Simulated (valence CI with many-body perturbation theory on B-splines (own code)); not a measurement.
# E1 transitions of Ta41+

Calculated by configuration interaction combined with many-body perturbation theory (CI+MBPT): four valence electrons over a frozen Dirac-Fock core [Ar] 3d10, a basis of 11 s, 11 p, 10 d, 8 f, 5 g, 2 h functions for each j, with the one-electron correlation potential Σ1 (screened to all orders), the two-electron term Σ2, the three-electron term Σ3, Breit, model QED; selected single and double excitations, second order for the rest, scaled by the run's own slope (own B-spline code, finite nucleus).

The last digits are not significant, and no measured levels were compared; by estimate large intervals hold to a few tenths of a per cent, small ones and those within an open d or f shell to about a per cent. Among the levels kept, up to 390 cm⁻¹ of a level comes from second order outside the variational space, and about a tenth of that is noise between levels of different J, which matters for small intervals.

Lines 201 to 250 of 553 in falling wavelength, among levels below 5103.1 × 10³ cm⁻¹, chosen from the strongest by gf and those to the six lowest levels. Wavelengths and rates use the calculated energies. Electric multipoles are in the length gauge with retardation, E1 and E2 with the static RPA response of the core. Weak lines are less certain than strong ones. Lines between different terms over intervals too small for the method are left out, as are lines whose strength nearly cancels. Where a level lies close to another of its J and parity, the split of strength between their lines is uncertain. The highest levels of a list are the least certain.

Levels are named by their leading jj configuration (3d3/2^4 stands for four electrons in 3d with j = 3/2), which in mixed levels can hold well under half, so a name can repeat and another be missing. Letters in brackets count levels of one name in rising energy.

| λ vac (nm) | Upper | Lower | A (s⁻¹) | S (a.u.) with core polarisation | S without |
| --- | --- | --- | --- | --- | --- |
| 6.689 | (4s^2 4p3/2 4d5/2) J=3 | (4s^2 4p3/2^2) J=2 | 7.26e+11 | 7.50e-01 | 7.93e-01 |
| 6.688 | (4s 4p1/2 4p3/2 4d5/2) J=2 [b] | (4s^2 4p1/2 4d5/2) J=3 | 1.86e+11 | 1.38e-01 | 1.46e-01 |
| 6.686 | (4s 4p1/2 4d5/2^2) J=0 | (4s 4p1/2 4p3/2 4d5/2) J=1 [a] | 3.42e+11 | 5.05e-02 | 5.35e-02 |
| 6.678 | (4s 4p1/2 4d3/2 4d5/2) J=2 [b] | (4s 4p1/2 4p3/2 4d3/2) J=2 [a] | 7.80e+10 | 5.73e-02 | 6.08e-02 |
| 6.677 | (4s 4p1/2 4p3/2 4f7/2) J=4 [c] | (4s^2 4p1/2 4f7/2) J=4 | 4.93e+10 | 6.52e-02 | 6.90e-02 |
| 6.676 | (4s 4p1/2 4d5/2^2) J=3 | (4s^2 4p1/2 4f7/2) J=4 | 1.28e+11 | 1.31e-01 | 1.39e-01 |
| 6.670 | (4s 4p1/2 4p3/2 4f7/2) J=5 [b] | (4s 4p1/2 4p3/2 4d5/2) J=4 [a] | 8.07e+10 | 1.30e-01 | 1.37e-01 |
| 6.670 | (4p1/2 4p3/2^2 4d5/2) J=3 | (4s 4p1/2 4p3/2 4d5/2) J=3 [b] | 3.09e+11 | 3.17e-01 | 3.35e-01 |
| 6.669 | (4s 4p1/2 4p3/2 4f7/2) J=4 [b] | (4s 4p1/2 4p3/2 4d3/2) J=3 [b] | 8.13e+10 | 1.07e-01 | 1.13e-01 |
| 6.668 | (4s 4p1/2 4p3/2 4f5/2) J=2 [b] | (4s 4p1/2 4p3/2 4d3/2) J=1 [b] | 7.84e+10 | 5.74e-02 | 6.05e-02 |
| 6.667 | (4s 4p1/2 4d3/2 4d5/2) J=1 [b] | (4s 4p1/2 4p3/2 4d3/2) J=2 [a] | 1.26e+11 | 5.52e-02 | 5.85e-02 |
| 6.665 | (4s 4p1/2 4p3/2 4f5/2) J=0 | (4s 4p1/2 4p3/2 4d3/2) J=1 [b] | 3.21e+11 | 4.69e-02 | 4.94e-02 |
| 6.660 | (4s 4p1/2 4p3/2 4f7/2) J=4 [e] | (4s 4p1/2 4p3/2 4d3/2) J=3 [c] | 4.16e+10 | 5.45e-02 | 5.77e-02 |
| 6.659 | (4s 4p1/2 4p3/2 4d5/2) J=3 [c] | (4s^2 4p1/2 4d5/2) J=2 | 8.04e+11 | 8.21e-01 | 8.68e-01 |
| 6.653 | (4s^2 4p3/2 4d5/2) J=1 | (4s^2 4p3/2^2) J=2 | 2.19e+11 | 9.56e-02 | 1.01e-01 |
| 6.647 | (4s 4p1/2 4p3/2 4f7/2) J=4 [d] | (4s^2 4p1/2 4f7/2) J=4 | 1.64e+11 | 2.14e-01 | 2.27e-01 |
| 6.647 | (4s^2 4p3/2 4f7/2) J=5 | (4s^2 4p3/2 4d5/2) J=4 | 5.16e+11 | 8.23e-01 | 8.69e-01 |
| 6.643 | (4s 4p1/2 4p3/2 4f7/2) J=3 [c] | (4s 4p1/2 4p3/2 4d5/2) J=2 [a] | 1.13e+11 | 1.14e-01 | 1.21e-01 |
| 6.642 | (4p1/2^2 4p3/2 4d5/2) J=2 | (4s 4p1/2^2 4d5/2) J=2 | 2.71e+11 | 1.96e-01 | 2.08e-01 |
| 6.636 | (4s 4p1/2 4p3/2 4f5/2) J=3 [b] | (4s 4p1/2 4p3/2 4d3/2) J=3 [b] | 4.58e+10 | 4.62e-02 | 4.87e-02 |
| 6.632 | (4s 4p1/2 4p3/2 4f5/2) J=2 [b] | (4s 4p1/2 4p3/2 4d3/2) J=2 [c] | 9.30e+10 | 6.69e-02 | 7.06e-02 |
| 6.632 | (4s 4p1/2 4p3/2 4f5/2) J=2 [c] | (4s 4p1/2 4p3/2 4d5/2) J=2 [a] | 5.56e+10 | 4.00e-02 | 4.23e-02 |
| 6.631 | (4s 4p1/2 4p3/2 4f7/2) J=2 [c] | (4s 4p1/2 4p3/2 4d3/2) J=3 [c] | 6.00e+10 | 4.32e-02 | 4.58e-02 |
| 6.628 | (4p1/2 4p3/2^2 4d3/2) J=2 [a] | (4s 4p1/2 4p3/2 4d3/2) J=2 [b] | 1.95e+11 | 1.40e-01 | 1.48e-01 |
| 6.622 | (4s 4p1/2 4p3/2 4f5/2) J=1 [c] | (4s 4p1/2 4p3/2 4d3/2) J=1 [b] | 2.80e+11 | 1.20e-01 | 1.27e-01 |
| 6.621 | (4s 4p1/2 4d5/2^2) J=1 [b] | (4s 4p1/2 4p3/2 4d3/2) J=0 [b] | 1.89e+11 | 8.11e-02 | 8.57e-02 |
| 6.620 | (4s 4p3/2^2 4d5/2) J=3 [c] | (4s 4p3/2^3) J=2 | 9.24e+11 | 9.26e-01 | 9.79e-01 |
| 6.616 | (4s 4p1/2 4p3/2 4f7/2) J=4 [c] | (4s^2 4p1/2 4f7/2) J=3 | 1.88e+11 | 2.41e-01 | 2.56e-01 |
| 6.615 | (4s 4p1/2 4d5/2^2) J=3 | (4s^2 4p1/2 4f7/2) J=3 | 5.91e+10 | 5.91e-02 | 6.25e-02 |
| 6.614 | (4p1/2 4p3/2^2 4d3/2) J=1 | (4s 4p1/2 4p3/2 4d3/2) J=1 [d] | 2.49e+11 | 1.07e-01 | 1.13e-01 |
| 6.612 | (4s 4p1/2 4p3/2 4f7/2) J=2 [d] | (4s 4p1/2 4p3/2 4d5/2) J=2 [b] | 5.70e+10 | 4.06e-02 | 4.31e-02 |
| 6.611 | (4s 4p1/2 4p3/2 4d5/2) J=3 [b] | (4s^2 4p1/2 4d5/2) J=3 | 1.14e+11 | 1.14e-01 | 1.21e-01 |
| 6.609 | (4s 4p1/2 4p3/2 4f5/2) J=4 [c] | (4s^2 4p1/2 4f5/2) J=3 | 5.31e+10 | 6.81e-02 | 7.22e-02 |
| 6.607 | (4s 4p1/2 4p3/2 4d3/2) J=2 [b] | (4s^2 4p1/2 4d3/2) J=2 | 1.73e+11 | 1.23e-01 | 1.31e-01 |
| 6.606 | (4s 4p3/2^2 4d5/2) J=2 [a] | (4s^2 4p3/2 4d5/2) J=1 | 4.83e+11 | 3.44e-01 | 3.64e-01 |
| 6.606 | (4s 4p1/2 4p3/2 4d5/2) J=2 [c] | (4s 4p1/2 4p3/2^2) J=3 | 1.61e+11 | 1.14e-01 | 1.21e-01 |
| 6.606 | (4p1/2^2 4p3/2^2) J=2 | (4s 4p1/2^2 4p3/2) J=1 | 3.87e+11 | 2.76e-01 | 2.92e-01 |
| 6.605 | (4p1/2^2 4p3/2 4d3/2) J=2 | (4s 4p1/2^2 4d3/2) J=2 | 9.82e+10 | 6.98e-02 | 7.39e-02 |
| 6.594 | (4s^2 4p3/2 4f7/2) J=3 [b] | (4s^2 4p3/2 4d3/2) J=2 | 7.74e+10 | 7.67e-02 | 8.11e-02 |
| 6.593 | (4p1/2 4p3/2^2 4d5/2) J=3 | (4s 4p1/2 4p3/2 4d5/2) J=2 [b] | 3.62e+10 | 3.58e-02 | 3.79e-02 |
| 6.592 | (4s 4p3/2^2 4d5/2) J=1 [b] | (4s 4p3/2^3) J=2 | 2.16e+11 | 9.18e-02 | 9.73e-02 |
| 6.587 | (4s 4p1/2 4p3/2 4f7/2) J=4 [d] | (4s^2 4p1/2 4f7/2) J=3 | 4.82e+10 | 6.12e-02 | 6.53e-02 |
| 6.585 | (4s 4p1/2 4p3/2 4f7/2) J=2 [d] | (4s 4p1/2 4p3/2 4d3/2) J=1 [d] | 2.03e+11 | 1.43e-01 | 1.51e-01 |
| 6.585 | (4s 4p1/2 4p3/2 4f7/2) J=5 [c] | (4s^2 4p1/2 4f7/2) J=4 | 1.86e+11 | 2.89e-01 | 3.07e-01 |
| 6.583 | (4s 4p1/2 4p3/2 4f5/2) J=3 [c] | (4s 4p1/2 4p3/2 4d3/2) J=2 [d] | 7.40e+10 | 7.30e-02 | 7.75e-02 |
| 6.581 | (4p1/2 4p3/2^2 4d3/2) J=0 | (4s 4p1/2 4p3/2 4d3/2) J=1 [c] | 6.32e+11 | 8.89e-02 | 9.42e-02 |
| 6.577 | (4s 4p1/2 4p3/2 4d5/2) J=4 [b] | (4s^2 4p1/2 4d5/2) J=3 | 1.53e+11 | 1.93e-01 | 2.05e-01 |
| 6.572 | (4s 4p3/2^2 4d5/2) J=2 [a] | (4s^2 4p3/2 4d5/2) J=3 | 2.47e+11 | 1.73e-01 | 1.83e-01 |
| 6.571 | (4s 4p1/2 4p3/2 4f7/2) J=5 [c] | (4s 4p1/2 4p3/2 4d5/2) J=5 | 1.04e+11 | 1.61e-01 | 1.70e-01 |
| 6.571 | (4s 4p3/2^2 4d5/2) J=4 [d] | (4s^2 4p3/2 4d5/2) J=3 | 1.16e+12 | 1.46e+00 | 1.54e+00 |
